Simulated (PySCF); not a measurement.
# NaSr and its ions

ROHF-CCSD(T); Na def2-SVP, Sr def2-SVP with ECP28; scalar-relativistic core potentials (PySCF 2.14). Neutral (ROHF): doublet (σ ↑), Re = 3.974 Å, ωe = 71.5 cm⁻¹, De = 0.16 eV.

NaSr⁺ (RHF): singlet (closed shell), Re = 3.742 Å, ωe = 113 cm⁻¹, De = 0.93 eV to Na⁺ + Sr. The energies at the minima are -192.22798 hartree for NaSr and -192.07677 for NaSr⁺.

(1) Work out the adiabatic ionisation energy, without and with harmonic zero-point energies (1 hartree = 27.2114 eV, 1 eV = 8065.5 cm⁻¹), and the change of the bond length.

Correlated steps freeze 1 core orbital. Weak bonds: NaSr. Basis-set superposition, not corrected here, can be much of De in a small basis, most of all at correlated wavefunction levels. For an ion De counts to the pair picked by the measured ionisation energies or electron affinities, which need not be the lowest pair at this level. States were picked by a PBE0 search and need not be the measured ground states.

Results:

(1) At CCSD(T): 0.15121 hartree = 4.115 eV between the minima; the zero-point term (113.0 − 71.5)/2 cm⁻¹ = +0.003 eV makes it 4.117 eV. Re changes by -23.2 pm against the neutral. The electron leaves a σ orbital, and the shorter bond of the ion fits an antibonding orbital, or a change in how ionic the bond is.
